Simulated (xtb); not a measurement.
B(Me)(NCO)2 (C3H3BN2O2), SMILES N(=C=O)B(C)N=C=O. All values are semi-empirical tight-binding results from xtb (GFN2-xTB unless named), good for trends rather than for accurate numbers. The structure is a stationary point at GFN2-xTB. The values are those of a single conformer.

Optimised geometry:

```xyz
11

B     -0.7648    -0.5305    -0.1080
C     -2.0361    -1.4442    -0.2724
H     -1.8176    -2.3090    -0.8951
H     -2.8787    -0.9165    -0.7079
H     -2.3504    -1.8378     0.6924
N     -0.8099     0.8419    -0.4201
C     -0.4833     1.9745    -0.5745
O     -0.2589     3.0925    -0.7544
N      0.4458    -1.0755     0.3628
C      1.5715    -1.2046     0.7200
O      2.6472    -1.4179     1.0809
```
Charge 0, spin multiplicity 1.

A frequency run showed that this geometry is not a minimum.

Computed properties:
```json
{
 "orbital_gap": "4.33 eV",
 "dipole_moment": "2.44 D",
 "static polarisability (D4 model)": "64.0 bohr³",
 "solvation energy, GFN2-xTB/ALPB(water)": "-1.7 kcal/mol",
 "solvation energy, GFN2-xTB/ALPB(ch2cl2)": "-8.4 kcal/mol"
}
```

Computed IR lines (harmonic; lines under 4 % of the strongest left out, lines within 3 cm⁻¹ merged):
ν (cm⁻¹): 520 (w), 842 (w), 1103 (m), 1123 (w), 1589 (w), 2477 (vs), 2549 (s) (against the strongest line: vs over 80 %, s over 45 %, m over 15 %, w over 4 %, vw less). 1 imaginary mode(s) remain.

Computed atomic charges and the Wiberg bond orders between heavy atoms:
charges (e) B1 0.35, C2 -0.19, H3 0.06, H4 0.05, H5 0.06, N6 -0.23, C7 0.33, O8 -0.26, N9 -0.23, C10 0.33, O11 -0.26. Bond orders B1–C2 1.02, B1–N6 1.09, N6–C7 1.97, N6–O8 0.35, C7–O8 1.92, B1–N9 1.09, N9–C10 1.97, N9–O11 0.35, C10–O11 1.91.
